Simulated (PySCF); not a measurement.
## Spin-orbit coupling and the third ionisation energy along the 4d series

Two-component X2C-1e calculated with PySCF 2.14: MP2 on generalised Hartree-Fock spinors (GMP2), with spin-orbit coupling off and on (screened by Boettger's factors); no Breit or QED terms. Values in eV; the references (NIST) lie between the lowest levels. Elements whose determinants are no pure J levels are left out.

| element | configurations | spin-free | with spin-orbit | shift | reference |
| --- | --- | --- | --- | --- | --- |
| Ru (x2c-QZVPPall-2c, [Ar] 3d10 frozen) | [Kr] 4d6 → [Kr] 4d5 | 28.013 | 28.149 | 0.136 | 28.47 (s) |
| Rh (x2c-QZVPPall-2c, [Ar] 3d10 frozen) | [Kr] 4d7 → [Kr] 4d6 | 30.803 | 30.864 | 0.060 | 31.06 (s) |
| Pd (x2c-QZVPPall-2c, [Ar] 3d10 frozen) | [Kr] 4d8 → [Kr] 4d7 | 32.854 | 32.784 | -0.071 | 32.93 (s) |
| Ag (x2c-QZVPPall-2c, [Ar] 3d10 frozen) | [Kr] 4d9 → [Kr] 4d8 | 34.920 | 34.744 | -0.177 | 34.8 ± 0.3 (s) |
| Cd (x2c-QZVPPall-2c, [Ar] 3d10 frozen) | [Kr] 4d10 → [Kr] 4d9 | 37.812 | 37.502 | -0.310 | 37.468 ± 0.006 |

The largest shift is at Cd, -0.310 eV, where spin-orbit coupling lowers the species with fewer electrons by more than the one with more (starting occupations closed and 4d3/2^4 4d5/2^5).

What remains against the references is mostly the basis and correlation beyond MP2. References marked (s) are semi-empirical, (t) theoretical.
